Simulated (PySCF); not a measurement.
Ga(H)(OSiH3)2, H7GaO2Si2, SMILES [SiH3][O][GaH][O][SiH3] (B3LYP/def2-SVP optimised geometry):

```
12

Ga     0.966    -0.069     0.000
H      2.509    -0.069     0.000
O      0.035     1.448     0.000
Si    -1.424     2.234     0.012
H     -2.430     1.504     0.843
H     -1.962     2.362    -1.376
H     -1.239     3.600     0.581
O      0.036    -1.587    -0.002
Si    -1.425    -2.369    -0.004
H     -1.804    -2.763     1.385
H     -1.324    -3.600    -0.841
H     -2.509    -1.502    -0.562
```

Method: B3LYP/def2-TZVP (PySCF).

**Question.** What are the frontier orbital energies and the dipole moment?

**Answer.** HOMO-2 -8.64 eV, HOMO-1 -8.35 eV, HOMO -8.24 eV, LUMO -1.25 eV, LUMO+1 -1.05 eV; dipole moment 1.01 D.

On the same geometry PBE/def2-TZVP (PySCF) gives HOMO-2 -7.45 eV, HOMO-1 -7.14 eV, HOMO -7.01 eV, LUMO -1.78 eV, LUMO+1 -1.69 eV; dipole moment 1.03 D.

Meta-Löwdin charges at B3LYP/def2-TZVP: Ga1 0.85, H2 -0.05, O3 -0.79, Si4 0.77, H5 -0.13, H6 -0.13, H7 -0.12, O8 -0.79, Si9 0.77, H10 -0.12, H11 -0.12, H12 -0.13.
